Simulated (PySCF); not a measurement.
# Telling isomers of C5H7FN2 apart by NMR

All values are calculated (PySCF 2.14.0 with density-fitted response routines): shielding tensors at PBE0/pcSseg-1 (GIAO), J: B3LYP/pcJ-1 (spin–dipole term left out of most H,H and C,H couplings), GFN2-xTB geometry. Fast rotation and ring inversion assumed for equivalent nuclei, one computed conformer, non-relativistic, gas phase.

δ = σ(ref) − σ, references computed at the same level: $^{1}$H (σref 31.72) and $^{13}$C (σref 186.93) against TMS. Multiplet labels drop J under 1 Hz and among equivalent protons, and merge close values. Unscaled 3J(H,H) run several per cent high. Splittings of carbon signals by F and P are missing where no couplings were computed. Where no couplings were computed, multiplicities follow the n + 1 count of equivalent neighbours, and m marks all less simple cases (inequivalent or close neighbours, rings, F or P nearby). One-bond C–F couplings are unscaled and too large by tens of Hz. Shifts are as computed. Against solution values, carbons near 30 ppm lie about +3 ppm off and those near 130 ppm about +5 ppm. Of 1211 compounds with measured shifts, 218 miss one by over three times the rms of a fit or turn the order of signals round; such compounds aren't used in these exercises.

(1) Tabulate the signals of `Cc1cnn(C)c1F`, `CCn1ccc(F)n1` and their relative energies.

(2) What is the quickest way to tell Cc1cnn(C)c1F from CCn1ccc(F)n1?

Results:

(1) 
| SMILES | carbon types | δC | δH | E rel. (kcal/mol) |
| --- | --- | --- | --- | --- |
| Cc1cnn(C)c1F | 2×C 1×CH 2×CH3 | 160.7, 141.3, 100.5, 34.9, 8.4 | 7.36 (d, 1H), 3.80 (d, 3H), 2.14 (d, 3H) | 2.1 |
| CCn1ccc(F)n1 | 1×C 2×CH 1×CH2 1×CH3 | 172.9, 131.7, 96.7, 50.5, 20.5 | 7.15 (m, 1H), 5.90 (m, 1H), 4.05 (q, 2H), 1.39 (t, 3H) | 0.0 |

Energies are electronic energies at PBE0/pcSseg-1 on these geometries, without zero-point or thermal terms, each for the one conformer computed, which needn't be the lowest.

(2) Both give the same number of carbon signals, but DEPT or the intensities differ. The first has a substituted aromatic carbon (C) at 100.5 ppm, the second an sp3 CH2 bonded to N at 50.5 ppm. Their most deshielded carbons lie at 160.7 and 172.9 ppm.
